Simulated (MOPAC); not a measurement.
Input file for MOPAC: PM6 on Si2-, 2S+1 = 2, a spin state set in the input, which need not be the lowest, a point of a bond scan (R = 2.131 Å). Charge -1.

```
PM6 1SCF PRECISE CHARGE=-1 UHF MS=0.5 THREADS=1
Si2

Si     0.00000000 1     0.00000000 1     0.00000000 1
Si     0.00000000 1     0.00000000 1     2.13136600 1
```

The log:

```
*******************************************************************************
 **                                                                           **
 **                              MOPAC v23.2.5                                **
 **                                                                           **
 *******************************************************************************
 ** MOPAC's Digital Object Identifier: https://doi.org/10.5281/zenodo.6511958 **
 **                                                                           **
 ** Please cite the open-source release paper for use of this MOPAC version:  **
 ** J. E. Moussa and J. J. P. Stewart (2026)                                  **
 ** MOPAC: An open-source semiempirical molecular orbital program             **
 ** J. Open Source Softw., 11(119), 8025, https://doi.org/10.21105/joss.08025 **
 *******************************************************************************

                              PM6 CALCULATION RESULTS

 *******************************************************************************
 *  PM6        - The PM6 Hamiltonian to be used
 *  UHF        - UNRESTRICTED HARTREE-FOCK CALCULATION
 *
 *
 *
 *                 CHARGE ON SYSTEM = -1
 *
 *
 *
 *  MS=        - IN MECI, MAGNETIC COMPONENT OF SPIN =  0.5
 *  PRECISE    - TIGHTER CRITERIA TO BE USED
 *  1SCF       - DO 1 SCF AND THEN STOP
 *  THREADS=1  - MULTI-THREADING NOT USED
 *  T=         - A TIME OF 172800.0 SECONDS REQUESTED
 *  DUMP=N     - RESTART FILE WRITTEN EVERY 7200.0 SECONDS REQUESTED
 *******************************************************************************
PM6 1SCF PRECISE CHARGE=-1 UHF MS=0.5 THREADS=1
 Si2

   ATOM   CHEMICAL          X               Y               Z
  NUMBER   SYMBOL      (ANGSTROMS)     (ANGSTROMS)     (ANGSTROMS)

     1      Si          0.00000000  *   0.00000000  *   0.00000000  *
     2      Si          0.00000000  *   0.00000000  *   2.13136600  *



          CARTESIAN COORDINATES

    NO.       ATOM           X           Y           Z

     1        Si          0.0000      0.0000      0.0000
     2        Si          0.0000      0.0000      2.1314

 General Reference for PM6:
 "Optimization of Parameters for Semiempirical Methods V: Modification of NDDO Approximations
 and Application to 70 Elements", J. J. P. Stewart, J. Mol. Mod., 13, 1173-1213 (2007)
 URL: https://link.springer.com/article/10.1007/s00894-007-0233-4

           Empirical Formula: Si2  =     2 atoms



      MOLECULAR POINT GROUP   :   D*h


          UHF CALCULATION, NO. OF ALPHA ELECTRONS =    5
                           NO. OF BETA  ELECTRONS =    4

 -------------------------------------------------------------------------------
 PM6 1SCF PRECISE CHARGE=-1 UHF MS=0.5 THREADS=1
 Si2



     1SCF WAS SPECIFIED, SO BFGS WAS NOT USED
     SCF FIELD WAS ACHIEVED


                              PM6 CALCULATION
                                                       MOPAC v23.2.5 Linux




          FINAL HEAT OF FORMATION =         64.55652 KCAL/MOL =     270.10447 KJ/MOL


          COSMO AREA              =        108.77 SQUARE ANGSTROMS
          COSMO VOLUME            =        100.88 CUBIC ANGSTROMS

          IONIZATION POTENTIAL    =          2.701792 EV
          ALPHA SOMO LUMO (EV)    =         -2.702  2.138
          BETA  SOMO LUMO (EV)    =         -3.130  1.924
          NO. OF ALPHA ELECTRONS  =          5
          NO. OF BETA  ELECTRONS  =          4
          MOLECULAR WEIGHT        =         56.1710         POINT GROUP:  D*h

          MOLECULAR DIMENSIONS (Angstroms)

            Atom       Atom       Distance
           Si     2   Si     1     2.13137
           Si     2   Si     1     0.00000
           Si     1   Si     2     0.00000


          SCF CALCULATIONS        =          1





   ATOM   CHEMICAL          X               Y               Z
  NUMBER   SYMBOL      (ANGSTROMS)     (ANGSTROMS)     (ANGSTROMS)

     1      Si          0.00000000  *   0.00000000  *   0.00000000  *
     2      Si          0.00000000  *   0.00000000  *   2.13136600  *

                             CARTESIAN COORDINATES

   1   Si        0.000000000     0.000000000     0.000000000
   2   Si        0.000000000     0.000000000     2.131366000


           Empirical Formula: Si2  =     2 atoms



      MOLECULAR POINT GROUP   :   D*h


          ALPHA EIGENVALUES
 -14.18521  -8.42716  -3.28093  -3.28093  -2.70179   2.13751   2.13751   3.21370
   6.34928   6.39241   6.39241   7.06682   7.06682   7.63771   7.63771   8.39813
   8.39813   8.63273


           BETA EIGENVALUES
 -13.65388  -7.20784  -3.13028  -3.13028   1.92398   2.28482   2.28482   3.53882
   6.58677   6.59078   6.59078   7.08968   7.08968   7.66017   7.66017   8.51302
   8.51302   8.72777


              NET ATOMIC CHARGES AND DIPOLE CONTRIBUTIONS

  ATOM NO.   TYPE          CHARGE      No. of ELECS.   s-Pop       p-Pop       d-Pop
    1         Si          -0.500000        4.5000     1.78198     2.67662     0.04140
    2         Si          -0.500000        4.5000     1.78198     2.67662     0.04140
 DIPOLE           X         Y         Z       TOTAL
 POINT-CHG.     0.000     0.000     0.000     0.000
 HYBRID         0.000    -0.000    -0.000     0.000
 SUM            0.000    -0.000     0.000     0.000


          ATOMIC ORBITAL ELECTRON POPULATIONS

     Atom    s        px        py        pz      x^2-y^2     xz        z^2       yz        xy
    1 Si   1.78198   0.98411   0.98411   0.70840   0.00000   0.01589   0.00962   0.01589   0.00000
    2 Si   1.78198   0.98411   0.98411   0.70840   0.00000   0.01589   0.00962   0.01589   0.00000


                    (SZ)    =    0.500000
                    (S**2)  =    0.755049


          ATOMIC ORBITAL SPIN POPULATIONS

    Atom   Total    s     px     py     pz   x^2-y^2  xz     z^2    yz     xy
         Atomic
    1 Si  0.5000  0.033 -0.000 -0.000  0.467  0.000  0.000 -0.001  0.000  0.000
    2 Si  0.5000  0.033 -0.000 -0.000  0.467  0.000  0.000 -0.001  0.000  0.000

 **********************
 *                    *
 * JOB ENDED NORMALLY *
 *                    *
 **********************




 == MOPAC DONE ==
```

The run finished.

Cost: roughly 0.020 core-seconds.
